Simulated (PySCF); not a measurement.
# Working out the ionisation energy of Re⁺

Re⁺ [Xe] 4f14 5d5 6s1 (7S) → Re²⁺ [Xe] 4f14 5d5 (6S). Computed with PySCF 2.14 in aug-cc-pVDZ-PP with ECP60MDF, with scalar relativity through the core potential. Frozen: 5s2 5p6. Energies in hartree (1 hartree = 27.21139 eV):

| part | Re⁺ (lower) | Re²⁺ (upper) |
| --- | --- | --- |
| UHF | -77.616325 | -77.038779 |
| MP2 opposite-spin | 0.000000 | 0.000000 |
| MP2 same-spin | -0.061077 | -0.040367 |

Task: What does Hartree-Fock give?

Result: (-77.038779) − (-77.616325) = 0.577546 hartree = 15.716 eV.

Task: What do MP2 and SCS-MP2 (6/5 opposite-spin, 1/3 same-spin) give?

Result: The opposite-spin parts differ by 0.000 eV and the same-spin parts by 0.564 eV. MP2: 15.716 + (0.000) + (0.564) = 16.280 eV. SCS-MP2: 15.716 + 1.2 × (0.000) + (0.564)/3 = 15.904 eV.

Reference: 16.6 ± 0.5 eV (semi-empirical (NIST evaluation); NIST Atomic Spectra Database, ionization energies).

A double-zeta basis recovers only part of the correlation energy.

What remains against the reference includes basis incompleteness, the frozen core and correlation beyond second order.
